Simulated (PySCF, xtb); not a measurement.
Nb(NH)(F)2(NH2) (F2H3N2Nb), SMILES [Nb](=[NH])([NH2])([F])[F], multiplicity 1.

GFN2-xTB (xtb) at its own geometry gives an orbital gap of 3.54 eV and a dipole moment of 3.41 D.

The structure is a stationary point at PBE0-D3(BJ)/def2-SVP. The spin state was assumed, not searched. The def2 effective core potentials stand for the cores of Nb; spin–orbit coupling is left out. One conformer was computed; it need not be the lowest.

What does PBE/def2-TZVP in PySCF give? (The exact figures need the calculation; the answer reports its results.)

gap 4.75 eV (levels -6.78 and -2.03 eV), dipole 2.52 D.
